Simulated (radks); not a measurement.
Results of a calculation; reference values are marked as such.
Q: Species: Dy LXV. Configuration: [He] (the NIST ground configuration). Level of theory: non-relativistic Kohn-Sham, PBE, spin-polarised, spherical densities, point nucleus; relativity is left out, which matters for an element this heavy (a radial shooting solver on a logarithmic mesh with Libxc functionals). Some entries of the table are withheld. Estimate them.

| orbital | occ. | eigenvalue (Ry) | <r> (bohr) | <1/r> (bohr^-1) |
|---|---|---|---|---|
| 1s | 2 | -4243.070 | (1) | 65.68 |
| 2s | 0 | -1042.743 | 0.09223 | 16.25 |
| 2p | 0 | (2) | 0.07726 | 16.19 |

A: 
(1) 1s <r> (bohr): 0.02287
(2) 2p eigenvalue (Ry): -1036.079
